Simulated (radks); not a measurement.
Polarisabilities and homonuclear dispersion coefficients (atomic units). Level of theory: scalar-relativistic Kohn-Sham, LDA (Slater exchange, Perdew-Wang correlation), spin-polarised, spherical densities, finite nucleus; open shells are filled with parallel spins first (spin-orbit coupling, left out, can overturn this in heavy ions); Fermi nuclear charge, rms radius of each element as measured or else 0.836 A^(1/3) + 0.57 fm (a radial shooting solver on a logarithmic mesh with Libxc functionals). Response by self-consistent Sternheimer equations with the Hartree and adiabatic LDA kernel, the relativistic mass of each level held fixed and spin-orbit coupling left out. For heavy and open-shell atoms this level of theory can miss by tens of per cent. "Uncoupled" leaves out the induced potential. Quadrupole and octupole values are given only where no p, d or f shell is open.

species      configuration  alpha1 (bohr^3)  alpha1, uncoupled  alpha2 (bohr^5)  alpha3 (bohr^7)     C6     C8  recommended alpha1
Sn       [Kr] 4d10 5s2 5p2            59.42              87.61                -                -  642.0      -            53 +/- 6
Sn+      [Kr] 4d10 5s2 5p1            25.99              43.76                -                -  199.0      -                   -
Sn2+         [Kr] 4d10 5s2            14.37              27.32            52.74            377.5  80.64   1745                   -
Sn3+         [Kr] 4d10 5s1            8.583              13.32            21.84            124.5  35.00  535.7                   -
Sn4+             [Kr] 4d10            2.429              3.621            5.234            15.83  9.451  91.92                   -
Sn5+              [Kr] 4d9            1.884              2.790                -                -  6.554      -                   -
Sn6+              [Kr] 4d8            1.507              2.226                -                -  4.695      -                   -

Recommended values: Schwerdtfeger and Nagle, table of static dipole polarisabilities (2023 update), measured or computed.
